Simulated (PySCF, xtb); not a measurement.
Bi(H)2(OMe) (CH5BiO), SMILES [O](C)[BiH2].

GFN2-xTB in xtb at its own geometry gives an orbital gap of 5.85 eV and a dipole moment of 2.79 D.

Geometry optimised at B3LYP-D3(BJ)/def2-SVP. The def2 effective core potentials stand for the cores of Bi; spin–orbit coupling is left out.

**Question.** What does CAM-B3LYP/def2-TZVPD (PySCF) give? (Estimate from the structure and the level; the computed values follow.)

**Answer.** gap 8.29 eV (levels -8.80 and -0.51 eV), dipole 1.94 D.
